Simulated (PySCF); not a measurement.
Delta-SCF ions had no search for a lower state. Excitations are Tamm–Dancoff values on a coarser integration grid. The basis has no diffuse functions, so Rydberg states are missing or too high.

C4H7ClSi, SMILES `C=C/C(Cl)=C/[SiH3]` (C–C–C–Cl torsion 0°) (charge 0, multiplicity 1)

Calculation: CAM-B3LYP-D3(BJ)/def2-TZVP run with PySCF.

HOMO: -8.40 eV
dipole moment: 1.67 D
HOMO–LUMO gap: 7.90 eV
LUMO: -0.49 eV
S1 excitation (TDA): 5.79 eV
S1 oscillator strength: 0.861
brightest of the four lowest singlets (TDA): 5.79 eV
T1 excitation (TDA): 3.13 eV
S1–T1 gap (TDA): 2.66 eV
vertical ionisation energy (Delta-SCF): 9.05 eV
total energy: -906.3019 Ha
cost: very roughly 12 core-minutes

```xyz
13

C     -2.6098    -0.4652     0.7827
C     -1.4541     0.1801     0.7484
C     -0.3000    -0.1435    -0.0828
Cl    -0.4668    -1.5245    -1.1380
C      0.8410     0.5397    -0.0787
Si     2.3445     0.1761    -1.1141
H     -3.4028    -0.1393     1.4406
H     -2.7978    -1.3308     0.1634
H     -1.2995     1.0445     1.3847
H      0.8691     1.3843     0.6029
H      3.3730     1.1867    -0.7856
H      2.0261     0.2615    -2.5546
H      2.8771    -1.1697    -0.8163
```
